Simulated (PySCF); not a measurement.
A structure optimised at PBE-D3(BJ)/def2-SVP, used in a PySCF frequency run:

```xyz
5

Pt     0.0000     0.0000     0.0000
O      1.0066     1.0066     1.0066
O     -1.0066     1.0066    -1.0066
O     -1.0066    -1.0066     1.0066
O      1.0066    -1.0066    -1.0066
```
Charge +2, spin multiplicity 1.

Problem. Write its SMILES, formula and point group.

Solution. [O]=[Pt+2](=[O])(=[O])=[O], O₄Pt, Td

Problem. What are its rotational constants (standard atomic weights)?

Solution. 3.8970, 3.8970, 3.8970 GHz
